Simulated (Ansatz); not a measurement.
Gas-phase electronic energies from Ansatz, PBE0-D4/def2-TZVP geometries. CCSD(T)/CBS is the MP2 limit (def2-TZVPP, def2-QZVPP) plus CCSD(T) − MP2 in def2-TZVPP, frozen cores. Functionals use def2-TZVPP. One conformer a species, not always the lowest.

Consider the redistribution: `CB(F)F` + `F[SiH](F)[Si](F)(F)F` → `FB(F)[Si](F)(F)F` + `C[SiH](F)F`.

```json
{"level": "PBE-D4", "ΔE (kcal/mol)": "1.8"}
{"level": "ωB97M-V", "ΔE (kcal/mol)": "0.0"}
{"level": "PBE", "ΔE (kcal/mol)": "1.6"}
{"level": "r2SCAN", "ΔE (kcal/mol)": "0.9"}
```

**Question.** What does CCSD(T)/CBS give? (Estimate.)

**Answer.** Ansatz gave: +0.3 kcal/mol. The listed levels differ from it by 1.5, -0.3, 1.3, 0.6 kcal/mol.

Largest T1 diagnostic among the species: 0.013.

In def2-TZVPP, CCSD(T) changes the Hartree–Fock value by −0.9 kcal/mol (the triples alone add −0.1 kcal/mol) and MP2 by −1.2 kcal/mol. Leaving LDA and LC-ωPBE aside and taking each functional with its dispersion term where it has one, the values spread over 1.7 kcal/mol, from ωB97M-V to PBE-D4.
